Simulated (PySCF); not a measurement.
Compound: MnCl₃ (quintet state).
Structure used (PBE0-D3(BJ)/def2-SVP), in Å, numbered top down from 1:
```xyz
4
MnCl3 angstrom
Mn    -0.1818    0.0044   -0.0071
Cl     1.9622   -0.0179    0.0111
Cl    -0.8846    2.0381   -0.0047
Cl    -0.8958   -2.0246    0.0008
```

Computed, not measured: PySCF 2.14.0, PBE0-D3(BJ)/def2-SVP geometry optimisation, gas phase.

Which atoms are bound to Mn1, and at what distances?

3 atoms: Cl2 2.144 Å, Cl4 2.151 Å, Cl3 2.152 Å.

List the angles at Mn1.

```tsv
angle	degrees	distance of the outer atoms (Å)
Cl3–Mn1–Cl4	141.5	4.06
Cl2–Mn1–Cl3	109.7	3.51
Cl2–Mn1–Cl4	108.8	3.49
```

What is the shape at Mn1?

Planar: angles 141.5°, 109.7° and 108.8°, sum 360.0°, 0.01 Å off the plane of its three neighbours.

What are the rotational constants (commonest isotopes, rigid rotor)?

A = 2635, B = 1751, C = 1052 MHz: an asymmetric top.

Point group: C2v (tolerance 0.08 Å). Charge 0, quintet. ⟨S²⟩ = 6.180 (exact for a quintet: 6.00). Whether it is a minimum is left open (no frequencies).

Time: 50 s wall. Hardware: one thread, Arm Neoverse V2, shared host. These figures are those of the optimisation.

For an open-shell metal species like this, the optimisation's SCF solution wasn't tested for stability and no frequencies at its level were run, so a lower state or another shape may exist.
